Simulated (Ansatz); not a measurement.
In(F)(Me)2 (C2H6FIn), SMILES [CH3][In]([CH3])[F].

Geometry optimised at r2SCAN-D4/def2-SVP. The structure was generated by enumeration; whether it is a known compound was not checked. The def2 effective core potentials stand for the cores of In; spin–orbit coupling is left out.

Two levels are set side by side: PBE/def2-SVPD (Ansatz, a quantum-chemistry and plane-wave program) and PBE0/def2-SVPD (Ansatz). Energy differences of separate SCF runs at the same geometry; the states with an electron removed or added have multiplicity 2 and 2. Differences are taken from unrounded values.

| quantity | PBE0 | PBE | PBE minus PBE0 |
|---|---|---|---|
| vertical ionisation energy (eV) | 9.78 | 9.49 | -0.30 |
| vertical singlet–triplet gap (eV) | 5.05 | 4.73 | -0.32 |
